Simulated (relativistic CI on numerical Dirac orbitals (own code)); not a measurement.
# Cd3+: 4s photoemission

Computed with this model: Dirac-Coulomb-Breit CI, separate exchange-only KLI orbitals for each configuration, model QED, valence Slater integrals scaled by 0.9, multiplet model of photoemission in the sudden approximation; configurations [Kr] 4d9 → [Ar] 3d10 4s 4p6 4d9; 300 K; Lorentzian 2 eV and Gaussian 0.6 eV FWHM. Energies are those of the free ion, without screening or charge transfer. The energies are binding energies and can lie tens of eV above those of solids. Without intra-shell correlation the exchange splitting of an s hole comes out too large, often by half or more. S is read from ⟨S²⟩ = S(S + 1).

Field parameters in Wybourne normalisation: D3d B²₀ = −7Dσ, B⁴₀ = −14Dq − 21Dτ, B⁴₃ = −14√(10/7) Dq. The field is a parameter set, without covalency.

free ion: ground-state S = 0.50, centroid 160.77 eV. Peaks (eV, height): 159.8 (100), 164.0 (33).

D3d, 10Dq = 32050, Dσ = -1200, Dτ = 30 cm⁻¹: ground-state S = 0.50, centroid 160.80 eV. Peaks (eV, height): 159.8 (100), 163.6 (36).

Strongest unbroadened transitions for free ion:

```csv
Energy (eV),Relative strength
159.77,100.0
160.19,35.4
164.15,36.0
```
